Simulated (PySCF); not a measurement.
# Radial density of Cr (chromium, neutral)

UHF, [Ar] 3d4 4s1 4p1, one real determinant (an excited configuration). All numbers are calculated (PySCF 2.14, no relativity, point nucleus, in aug-cc-pVTZ with one added diffuse shell each of s, p, d, f, g type (9s8p6d4f3g, 118 functions)).

```json
{"r (bohr)": "0.000867", "4πr²ρ (e/bohr)": "0.08446", "4πr²(ρα − ρβ)": "0.0000"}
{"r (bohr)": "0.00146", "4πr²ρ (e/bohr)": "0.2322", "4πr²(ρα − ρβ)": "0.0001"}
{"r (bohr)": "0.00245", "4πr²ρ (e/bohr)": "0.6265", "4πr²(ρα − ρβ)": "0.0002"}
{"r (bohr)": "0.00413", "4πr²ρ (e/bohr)": "1.636", "4πr²(ρα − ρβ)": "0.0005"}
{"r (bohr)": "0.00694", "4πr²ρ (e/bohr)": "4.044", "4πr²(ρα − ρβ)": "0.0012"}
{"r (bohr)": "0.0117", "4πr²ρ (e/bohr)": "9.122", "4πr²(ρα − ρβ)": "0.0026"}
{"r (bohr)": "0.0196", "4πr²ρ (e/bohr)": "17.66", "4πr²(ρα − ρβ)": "0.0048"}
{"r (bohr)": "0.0330", "4πr²ρ (e/bohr)": "26.61", "4πr²(ρα − ρβ)": "0.0064"}
{"r (bohr)": "0.0556", "4πr²ρ (e/bohr)": "27.56", "4πr²(ρα − ρβ)": "0.0057"}
{"r (bohr)": "0.0935", "4πr²ρ (e/bohr)": "21.91", "4πr²(ρα − ρβ)": "0.0145"}
{"r (bohr)": "0.157", "4πr²ρ (e/bohr)": "28.06", "4πr²(ρα − ρβ)": "0.0923"}
{"r (bohr)": "0.264", "4πr²ρ (e/bohr)": "27.61", "4πr²(ρα − ρβ)": "0.4560"}
{"r (bohr)": "0.445", "4πr²ρ (e/bohr)": "10.91", "4πr²(ρα − ρβ)": "1.7246"}
{"r (bohr)": "0.748", "4πr²ρ (e/bohr)": "13.31", "4πr²(ρα − ρβ)": "3.2034"}
{"r (bohr)": "1.26", "4πr²ρ (e/bohr)": "6.969", "4πr²(ρα − ρβ)": "2.3353"}
{"r (bohr)": "2.12", "4πr²ρ (e/bohr)": "1.370", "4πr²(ρα − ρβ)": "1.0830"}
{"r (bohr)": "3.56", "4πr²ρ (e/bohr)": "0.6185", "4πr²(ρα − ρβ)": "0.6171"}
{"r (bohr)": "5.99", "4πr²ρ (e/bohr)": "0.1304", "4πr²(ρα − ρβ)": "0.1304"}
{"r (bohr)": "10.1", "4πr²ρ (e/bohr)": "0.004139", "4πr²(ρα − ρβ)": "0.0041"}
```

⟨L²⟩ = 7.96 against 12 for a pure F term, so this real determinant mixes terms.
